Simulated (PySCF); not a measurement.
## Scandium: highly charged ions in a basis for the neutral atom

Sc¹⁴⁺ [He] 2s2 2p3, Sc¹⁵⁺ [He] 2s2 2p2. Computed with PySCF 2.14 in jorge-DZP-DKH (8s6p2d1f, 43 functions), with the spin-free X2C one-electron Hamiltonian (Gaussian nucleus). No spin-orbit coupling, so a gap to NIST mixes the basis error with missing relativistic terms.

Changed run: basis of the neutral atom used for a highly charged ion. This setting is unsound on purpose.

```
species  method  sound run (hartree)  changed run (hartree)  converged
  Sc¹⁴⁺     UHF              not run             -633.45670        yes
  Sc¹⁴⁺  M06-2X              not run             -633.73820        yes
  Sc¹⁴⁺     PBE              not run             -633.45535        yes
  Sc¹⁵⁺     UHF              not run             -599.21507        yes
  Sc¹⁵⁺  M06-2X              not run             -599.50479        yes
  Sc¹⁵⁺     PBE              not run             -599.23734        yes
```

Ionisation energy of Sc¹⁴⁺:

```tsv
method	changed run (eV)	NIST (eV)
UHF	931.76	926.5 ± 0.7
M06-2X	931.54	926.5 ± 0.7
PBE	931.12	926.5 ± 0.7
```

The contracted functions were made for the neutral atom and can be too rigid for a highly charged ion.
